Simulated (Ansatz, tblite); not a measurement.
Removing and adding an electron: Ge(SiH3)Cl3 (SiGeH3Cl3). The state is a singlet with charge 0. Geometry: PBE-D4/def2-SVP. Ansatz, gas phase; energy differences of separate SCF runs; the oxidised species was run as a doublet alone; the reduced species was run as a doublet alone.

```xyz
8

Ge   -0.893   -0.385   -0.446
Si    1.105    0.476    0.552
H     2.248    0.140   -0.360
H     1.262   -0.184    1.890
H     0.937    1.960    0.692
Cl   -0.724   -2.515   -0.843
Cl   -1.323    0.601   -2.335
Cl   -2.613   -0.094    0.851
```

The xTB rows come from tblite.

| level | −HOMO (eV) | vertical IE (eV) | −LUMO (eV) | vertical EA (eV) | HOMO–LUMO gap (eV) | IE − EA (eV) | remarks |
| --- | --- | --- | --- | --- | --- | --- | --- |
| GFN1-xTB | 11.61 | 13.72 | 6.82 | 4.49 | 4.79 | 9.23 | – |
| GFN2-xTB | 11.10 | 13.43 | 7.09 | 4.64 | 4.01 | 8.79 | – |
| PBE-D4/def2-TZVP | 7.51 | 10.06 | 2.71 | – | 4.79 | – | – |
| PBE-D4/def2-TZVPD | 7.57 | – | 2.81 | 0.62 | 4.76 | – | HOMO above zero (-1 doublet) |
| PBE0-D4/def2-TZVP | 8.72 | 10.50 | 1.80 | – | 6.92 | – | – |
| PBE0-D4/def2-TZVPD | 8.75 | – | 1.89 | 0.42 | 6.86 | – | HOMO above zero (-1 doublet) |
| r2SCAN0-D4/def2-TZVP | 8.92 | 10.63 | 1.67 | – | 7.26 | – | – |
| r2SCAN0-D4/def2-TZVPD | 8.94 | – | 1.72 | 0.33 | 7.21 | – | HOMO above zero (-1 doublet) |

   A HOMO above zero means that the electron is unbound at that level or that self-interaction error raises the level; the energy of removing that electron tells which. Raw xTB energy differences between charge states are shifted by several eV; the methods need an empirical correction for them.
